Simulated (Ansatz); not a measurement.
Reaction (SMILES): [CH2-][GeH2][CH3] -> [CH3][GeH-][CH3]

Wanted: isomerisation energy (electronic), in kcal/mol. Conventions: non-relativistic; no dispersion term unless named; spin-orbit terms left out. First-principles rows: single points at B3LYP-D3(BJ) geometries (Ansatz, a first-principles code). Sets without +, aug- or the D of def2-TZVPD hold no diffuse functions, which anions need.

```csv
species,coefficient,"E at HF/3-21G (Ansatz), Eh","E at PBE/def2-TZVPD (Ansatz), Eh"
[CH2-][GeH2][CH3],-1,-2144.64271,-2156.98267
[CH3][GeH-][CH3],+1,-2144.70847,-2157.02652
```

 1 Eh = 627.5095 kcal/mol.

Task: Compute it at each level from the table.

Result: 
- HF/3-21G: the sum of coefficient times E is -0.06576 Eh, or -41.27 kcal/mol. Result: -41.3 kcal/mol.
- PBE/def2-TZVPD: the sum of coefficient times E is -0.04385 Eh, or -27.52 kcal/mol. Result: -27.5 kcal/mol.
